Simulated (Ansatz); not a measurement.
Calculated with Ansatz (gas phase, PBE0-D4/def2-TZVP geometries, no zero-point term in ΔE). CBS: MP2 limit from def2 TZ/QZ plus the TZ coupled-cluster correction, frozen cores. Functionals use def2-TZVPP. B3LYP here is the variant with VWN-RPA as its local correlation; programs differ in this. Each species was taken in one conformer, which may not be the lowest.

`C=N/C([SiH3])=C\O` → `C[SiH2]C1N=CO1`  (isomerisation)

```tsv
level	ΔE (kJ/mol)	difference from CCSD(T)/CBS
PBE-D4	-26.0	-2.0
r2SCAN-D4	-27.1	-3.1
PBE0-D4	-31.3	-7.3
B3LYP-D4	-8.1	15.9
ωB97X-V	-38.8	-14.8
ωB97M-V	-31.6	-7.6
B2PLYP	-18.8	5.2
PBE	-27.3	-3.3
r2SCAN	-27.6	-3.6
PBE0	-32.5	-8.5
B3LYP	-10.1	13.9
HF/def2-TZVPP	-6.2	17.8
MP2/def2-TZVPP	-33.0	-9.0
SCS-MP2/def2-TZVPP	-27.6	-3.6
CCSD/def2-TZVPP	-24.8	-0.8
CCSD(T)/def2-TZVPP	-25.9	-1.9
HF/def2-QZVPP	-5.6	18.4
MP2/def2-QZVPP	-31.7	-7.7
SCS-MP2/def2-QZVPP	-26.2	-2.2
HF/CBS(def2)	-5.5	18.5
MP2/CBS(def2)	-31.1	-7.1
CCSD/CBS(def2)	-22.9	1.1
CCSD(T)/CBS	-24.0	0
```

Largest T1 diagnostic among the species: 0.014.

In def2-TZVPP, CCSD(T) changes the Hartree–Fock value by −19.7 kJ/mol (the triples alone add −1.1 kJ/mol) and MP2 by −26.8 kJ/mol. From PBE to PBE0 (25 % exact exchange), in def2-TZVPP and without D4, ΔE moves by −5.2 kJ/mol.
